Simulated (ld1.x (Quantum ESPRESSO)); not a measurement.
**Mo, RRKJ: configuration errors across variants**

| Item | Value |
| --- | --- |
| Element | Mo (Z = 42) |
| Generator | ld1.x (Quantum ESPRESSO) 7.5 |
| Type | norm-conserving RRKJ (Kleinman–Bylander form) |
| Functional | BP86 |
| Relativity | non-relativistic |
| Frozen core | [Kr] |
| Valence charge | 6 |
| Reference configuration | 4d4 5s0 5p0 (charge +2) |
| Partial waves | 5p (bound, empty): rc 2.80 bohr; 4d (bound): rc 1.75 bohr; 5s (bound, empty): rc 2.05 bohr |
| Local potential | the s channel |
| Core correction | a·sin(br)/r model core inside 1.70 bohr |
| rho0 | 0.01 |

All-electron excitation energies from the reference (eV): (1) 4d5 5s1 5p0 -22.496; (2) 4d5 5s0 5p0 -15.797; (3) 4d3 5s0 5p0 27.182; (4) 4d5 5s0 5p1 -19.596; (5) 4d5.5 5s0.5 5p0 -22.440; (6) 4d5 5s0.5 5p0 -19.838; (7) 4d6 5s0 5p0 -22.149.

Errors AE − PS in meV (a dash: test not solved or not reliable):

```tsv
change	(1)	(2)	(3)	(4)	(5)	(6)	(7)	bound ghosts
base	-63	-129	-233	-84	-167	-97	-295	none
wave 4d (bound): rc 1.75 bohr becomes 4d (bound): rc 1.22 bohr	-63	-131	-240	-85	-168	-98	-297	none
wave 4d (bound): rc 1.75 bohr becomes 4d (bound): rc 1.46 bohr	-63	-130	-237	-85	-168	-97	-296	none
wave 4d (bound): rc 1.75 bohr becomes 4d (bound): rc 1.58 bohr	-63	-130	-236	-85	-168	-97	-295	none
wave 4d (bound): rc 1.75 bohr becomes 4d (bound): rc 1.90 bohr	-63	-128	-229	-84	-166	-96	-293	none
wave 4d (bound): rc 1.75 bohr becomes 4d (bound): rc 2.08 bohr	-63	-125	-219	-82	-164	-95	-288	none
wave 4d (bound): rc 1.75 bohr becomes 4d (bound): rc 2.34 bohr	-61	-116	-187	-78	-157	-90	-274	none
```

Task: Give the same row for: wave 4d (bound): rc 1.75 bohr becomes 4d (bound): rc 2.66 bohr.

Result: -55, -92, -119, -65, -136, -77, -236; bound ghosts: none.
